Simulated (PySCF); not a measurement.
Excitation energy of Ni by level of theory

Ni [Ar] 3d8 4s2 (3F) → Ni [Ar] 3d7 4s2 4p1 (high-spin determinant), as a difference of total energies. All numbers are calculated (PySCF 2.14, the non-relativistic Hamiltonian (point nucleus), in def2-TZVPPD (6s6p4d2f1g, 67 functions)). Correlated levels: valence: [Ar] frozen; valence and next inner shell: [Ne] frozen. The calculations carry no spin-orbit coupling.

```
           method  excitation energy (cm⁻¹)
              UHF                     51953
              LDA                     75711
              PBE                     72925
             PBE0                     68587
           r2SCAN                     70661
          r2SCANh                     69278
            HSE06                     68659
        CAM-B3LYP                     69826
             BP86                     73489
    MP2 (valence)                     66616
SCS-MP2 (valence)                     66537
```

Q: Estimate what MP2 (valence and next inner shell) gives.

A: 69557 cm⁻¹, closest to CAM-B3LYP among the rows shown.

Q: Estimate what SCS-MP2 (valence and next inner shell) gives.

A: 68373 cm⁻¹, closest to PBE0 among the rows shown.

A first-order spin-orbit estimate (lowest level to lowest level, LS coupling) adds 0.010 eV.

The upper state lies above the first ionisation limit, but in LS coupling its spin forbids autoionisation to the ground ion.

The determinant of the upper state mixes LS terms, which raises its energy above the lowest term, most at the Hartree-Fock and MP2 levels.
